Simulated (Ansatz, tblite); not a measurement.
Forces on Cu(NH2)2 (CuN₂H₄) at its r2SCAN-D4/def2-TZVP geometry. Total charge 0; doublet.

The xTB rows come from tblite. No other spin state of charge 0 was run.

GFN1-xTB (tblite), largest force 0.40 eV/Å:

```xyz
7
positions Å, forces eV/Å
Cu   -0.001    0.000   -0.002    0.001   -0.001    0.001
N     1.440    0.378   -0.962    0.325    0.086   -0.217
H     1.439    0.734   -1.908    0.298   -0.036    0.103
H     2.396    0.273   -0.652   -0.008    0.111   -0.297
N    -1.440   -0.378    0.962   -0.325   -0.085    0.217
H    -2.398   -0.273    0.654    0.008   -0.112    0.297
H    -1.436   -0.734    1.908   -0.298    0.035   -0.103
```

GFN2-xTB (tblite), largest force 0.11 eV/Å:

```
Cu 0.001 0.000 0.002
N -0.090 -0.024 0.061
H -0.001 -0.026 0.068
H -0.069 0.007 -0.022
N 0.091 0.023 -0.060
H 0.068 -0.007 0.021
H 0.000 0.026 -0.068
```

PBE0-D4/def2-TZVP (Ansatz), largest force 0.12 eV/Å:

```
Cu 0.002 -0.001 0.003
N 0.096 0.025 -0.064
H -0.005 -0.027 0.072
H -0.075 0.007 -0.020
N -0.096 -0.025 0.064
H 0.074 -0.006 0.019
H 0.004 0.028 -0.073
```
